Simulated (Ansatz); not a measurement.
Frontier orbitals of CH$_{7}$NSiTe, SMILES `C[Te][SiH2]N`.

Charge 0, multiplicity 1. Correlated methods include outer-core shells of Te, which these sets cover unevenly. Te takes the def2 core potential. The geometry is a stationary point of PBE0-D4/def2-TZVP. It is one conformer, not always the lowest. Basis def2-TZVPP, the Gaussian-basis code of Ansatz.

```tsv
functional	HOMO (eV)	LUMO (eV)
BLYP	-4.84	-1.14
```

(1) Give HOMO and LUMO (eV) with LDA (SPW92), PBE, revPBE, r2SCAN, B97M-V, PBE0, B3LYP, r2SCANh, r2SCAN0, HSE06 (plane-wave form), BHLYP, CAM-B3LYP, LC-ωPBE, ωB97X-V, ωB97M-V, HF. (An estimate is asked.)

Answers

(1) The calculation gave: 
```
             functional   HOMO   LUMO
            LDA (SPW92)  -5.14  -1.41
                    PBE  -5.01  -1.24
                 revPBE  -4.96  -1.16
                 r2SCAN  -5.23  -1.00
                 B97M-V  -5.27  -1.10
                   PBE0  -6.01  -0.42
                  B3LYP  -5.80  -0.65
                r2SCANh  -5.60  -0.71
                r2SCAN0  -6.16  -0.28
HSE06 (plane-wave form)  -5.62  -0.79
                  BHLYP  -6.86   0.41
              CAM-B3LYP  -7.21   0.56
                LC-ωPBE  -8.49   1.69
                ωB97X-V  -8.19   1.55
                ωB97M-V  -8.09   1.32
                     HF  -8.18   2.54
```

B3LYP here is the variant with VWN-RPA as its local correlation; programs differ in this. LC-ωPBE has ω = 0.4 bohr⁻¹. Positive LUMOs are unbound and depend on the basis.
